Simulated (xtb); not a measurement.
xtb input (GFN2-xTB):

```bash
xtb mol.xyz --gfn 2 --ohess tight --chrg -1 --uhf 0
```
mol.xyz:
```
5

O      1.59000691    -0.06078230    -0.20256123
Si     0.11530839    -0.01048062    -0.00852511
H     -0.60887001     1.31811456    -0.19752645
H     -0.40073981    -0.43038886     1.38470722
H     -0.70399523    -0.84692771    -0.91493872
```

End of the output:

```
          :.................................................:

    mode    ω/cm⁻¹     T·S(HO)/kcal·mol⁻¹    T·S(FR)/kcal·mol⁻¹   T·S(vib)
   ------------------------------------------------------------------------
   ------------------------------------------------------------------------

   temp. (K)  partition function   enthalpy   heat capacity  entropy
                                   cal/mol     cal/K/mol   cal/K/mol   J/K/mol
 298.15  VIB   1.14                  281.146      3.626      1.201
         ROT  0.187E+04              888.752      2.981     17.953
         INT  0.213E+04             1169.898      6.607     19.154
         TR   0.313E+27             1481.254      4.968     37.457
         TOT                        2651.1518    11.5753    56.6116   236.8631

       T/K    H(0)-H(T)+PV         H(T)/Eh          T*S/Eh         G(T)/Eh
   ------------------------------------------------------------------------
    298.15    0.422488E-02    0.279906E-01    0.268980E-01    0.109259E-02
   ------------------------------------------------------------------------

         :::::::::::::::::::::::::::::::::::::::::::::::::::::
         ::                  THERMODYNAMIC                  ::
         :::::::::::::::::::::::::::::::::::::::::::::::::::::
         :: total free energy          -7.577961654867 Eh   ::
         ::.................................................::
         :: total energy               -7.579054243578 Eh   ::
         :: zero point energy           0.023765727749 Eh   ::
         :: G(RRHO) w/o ZPVE           -0.022673139037 Eh   ::
         :: G(RRHO) contrib.            0.001092588712 Eh   ::
         :::::::::::::::::::::::::::::::::::::::::::::::::::::

optimized geometry written to: xtbopt.xyz

           -------------------------------------------------
          | TOTAL ENERGY               -7.579054243578 Eh   |
          | TOTAL ENTHALPY             -7.551063636494 Eh   |
          | TOTAL FREE ENERGY          -7.577961654867 Eh   |
          | GRADIENT NORM               0.000153519073 Eh/α |
          | HOMO-LUMO GAP               7.530517199693 eV   |
           -------------------------------------------------

------------------------------------------------------------------------
------------------------------------------------------------------------
 total:
 SCF:
 ANC optimizer:
 analytical hessian:
```
